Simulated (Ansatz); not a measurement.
`N[SiH2]N` + GeH₄ → `N[SiH2][GeH3]` + NH₃ at 298.15 K and 1 bar (formal exchange of groups at the Si–N bond).

Calculated with Ansatz (gas phase, PBE0-D4/def2-TZVP geometries, no zero-point term in ΔE). CBS: MP2 limit from def2 TZ/QZ plus the TZ coupled-cluster correction, frozen cores. This one scheme is used for every species. For Ge outer-core shells are correlated without core-valence functions, which leaves a few kJ/mol of doubt a bond. Scalar relativity is left out up to krypton. Each species was taken in one conformer, which may not be the lowest.

| species | CCSD(T)/CBS energy (Eh) | H − E (kJ/mol) | S (J/(mol·K)) |
| --- | --- | --- | --- |
| `N[SiH2]N` | -402.15462 | 198.8 | 289.7 |
| GeH₄ | -2078.49493 | 88.5 | 217.3 |
| `N[SiH2][GeH3]` | -2424.12162 | 193.9 | 339.7 |
| NH₃ | -56.50880 | 100.5 | 192.4 |

H − E and S are ideal-gas, rigid-rotor, harmonic terms from PBE0-D4/def2-TZVP, for one conformer and one mirror image of each species. 1 Eh = 2625.50 kJ/mol, R = 8.31446 J/(mol·K).

Question: By hand: ΔE, ΔH, ΔS and ΔG.

Answer: ΔE = (-2424.12162) + (-56.50880) − (-402.15462) − (-2078.49493) = 0.01913 Eh = 50.2 kJ/mol. Δ(H − E) = 193.9 + 100.5 − 198.8 − 88.5 = 7.1, so ΔH = 57.3 kJ/mol. ΔS = 339.7 + 192.4 − 289.7 − 217.3 = 25.1 J/(mol·K). ΔG = 57.3 − 298.15 × (25.1)/1000 = 49.8 kJ/mol.

Question: By hand: the equilibrium constant, and the temperature at which ΔG would vanish if ΔH and ΔS stayed fixed.

Answer: log₁₀ K = −ΔG/(RT ln 10) = -8.7. ΔG = 0 at ΔH/ΔS = 2283 K.

ΔH outweighs TΔS. A doubt of 5 kJ/mol in ΔE shifts log₁₀ K by 0.9 here. Other conformers and mirror images would add mixing entropy, several J/(mol·K) or more a flexible species. These are equilibria of isolated gas molecules and say nothing of rates. Largest T1 diagnostic: 0.012 (customary marks: 0.02 for closed shells, 0.045 for open ones).
